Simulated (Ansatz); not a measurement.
Molecule: sum formula SiHBr2, net charge -1, singlet state. It need not be the lowest isomer of its formula. Whether it binds its extra electron was not tested at this geometry. 
Structure (B3LYP-D3(BJ)/def2-TZVP (Ansatz, a first-principles code) minimum search):
```xyz
4

Si     0.0073    -1.2210     0.3748
Br    -1.8831     0.2691    -0.0225
Br     1.8808     0.2687    -0.0969
H     -0.0213    -1.7289    -1.0669
```
Charge -1, spin multiplicity 1.

Basis-set convergence of Hartree-Fock and MP2 correlation energies (hartree) with Ansatz. Cores are frozen in the correlated levels unless marked. Spin-orbit coupling is left out. Frozen are the shells of the preceding noble gas and the d and f shells that filled before the atom's block. No relativistic terms. This anion needs diffuse functions, which these sets lack.

```json
[
 {"basis": "def2-SVP", "functions": "87", "E(HF)": "-5433.73644", "E(corr, MP2)": "-0.33112"},
 {"basis": "def2-TZVPP", "functions": "152", "E(HF)": "-5434.47457", "E(corr, MP2)": "-0.44521"},
 {"basis": "def2-QZVPP", "functions": "278", "E(HF)": "…", "E(corr, MP2)": "…"}
]
```

**Question.** What belongs in the gaps?

**Answer.** 
- def2-QZVPP, E(HF): -5434.58297
- def2-QZVPP, E(corr, MP2): -0.49230
